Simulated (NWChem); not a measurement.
System meant: WHOF5; SMILES [F][W]([F])([F])([F])([OH])[F]

Here is an NWChem input.

```
start job
memory heap 200 mb stack 900 mb global 1100 mb
geometry units angstroms noautoz
  W     -0.000000     0.000165    -0.008092
  F      0.000241    -0.050798     1.858679
  F      1.765409    -0.620246     0.045071
  F      0.618689     1.763010     0.110735
  F     -0.618537    -1.766556     0.013930
  F     -1.765481     0.616503     0.079592
  O     -0.000329     0.051237    -1.854213
  H     -0.000769     0.079681    -2.823234
end
basis spherical
  W library def2-svp
  F library def2-svp
  O library def2-svp
  H library def2-svp
end
ecp
  W library def2-ecp
end
dft
  odft
  mult 2
  xc b3lyp
  iterations 150
  mulliken
end
task dft energy
```

End of the output:

```
 ==============================================================================
                                 internuclear angles
 ------------------------------------------------------------------------------
        center 1       |       center 2       |       center 3       |  degrees
 ------------------------------------------------------------------------------
    2 F                |   1 W                |   3 F                |    87.85
    2 F                |   1 W                |   4 F                |    87.83
    2 F                |   1 W                |   5 F                |    87.85
    2 F                |   1 W                |   6 F                |    87.84
    2 F                |   1 W                |   7 O                |   179.98
    3 F                |   1 W                |   4 F                |    89.92
    3 F                |   1 W                |   5 F                |    89.91
    3 F                |   1 W                |   6 F                |   175.69
    3 F                |   1 W                |   7 O                |    92.16
    4 F                |   1 W                |   5 F                |   175.69
    4 F                |   1 W                |   6 F                |    89.92
    4 F                |   1 W                |   7 O                |    92.15
    5 F                |   1 W                |   6 F                |    89.92
    5 F                |   1 W                |   7 O                |    92.17
    6 F                |   1 W                |   7 O                |    92.15
    1 W                |   7 O                |   8 H                |   179.90
 ------------------------------------------------------------------------------
                            number of included internuclear angles:         16
 ==============================================================================

 Summary of "ao basis" -> "" (spherical)
 ------------------------------------------------------------------------------
       Tag                 Description            Shells   Functions and Types
 ---------------- ------------------------------  ------  ---------------------
 W                          def2-svp                12       32   6s3p2d1f
 F                          def2-svp                 6       14   3s2p1d
 O                          def2-svp                 6       14   3s2p1d
 H                          def2-svp                 3        5   2s1p

                                 NWChem DFT Module
                                 -----------------

 Summary of "ao basis" -> "ao basis" (spherical)
 ------------------------------------------------------------------------------
       Tag                 Description            Shells   Functions and Types
 ---------------- ------------------------------  ------  ---------------------
 W                          def2-svp                12       32   6s3p2d1f
 F                          def2-svp                 6       14   3s2p1d
 O                          def2-svp                 6       14   3s2p1d
 H                          def2-svp                 3        5   2s1p

  number of electrons :                   68
  multiplicity        :                    2
 ------------------------------------------------------------------------
  no. of electrons and multiplicity not compatible                  68
 ------------------------------------------------------------------------
 ------------------------------------------------------------------------
  current input line :
    29: task dft energy
 ------------------------------------------------------------------------
 ------------------------------------------------------------------------
 There is an error in the input file
 ------------------------------------------------------------------------
 For more information see the NWChem manual at https://nwchemgit.github.io

0: no. of electrons and multiplicity not compatible:Received an Error in Communication
```

Problem. Can this run be used? If not, why, and what is the fix?

Solution. The program refused the input. Cause: the multiplicity doesn't fit the number of electrons (an even count wants an odd multiplicity, and the reverse). This input runs:
```
start job
memory heap 200 mb stack 900 mb global 1100 mb
geometry units angstroms noautoz
  W     -0.000000     0.000165    -0.008092
  F      0.000241    -0.050798     1.858679
  F      1.765409    -0.620246     0.045071
  F      0.618689     1.763010     0.110735
  F     -0.618537    -1.766556     0.013930
  F     -1.765481     0.616503     0.079592
  O     -0.000329     0.051237    -1.854213
  H     -0.000769     0.079681    -2.823234
end
basis spherical
  * library def2-svp
end
ecp
  W library def2-ecp
end
dft
  xc b3lyp
  iterations 150
  mulliken
end
task dft energy
```
It converges to -641.97506 Ha (B3LYP/def2-SVP with def2 effective core potentials on W).
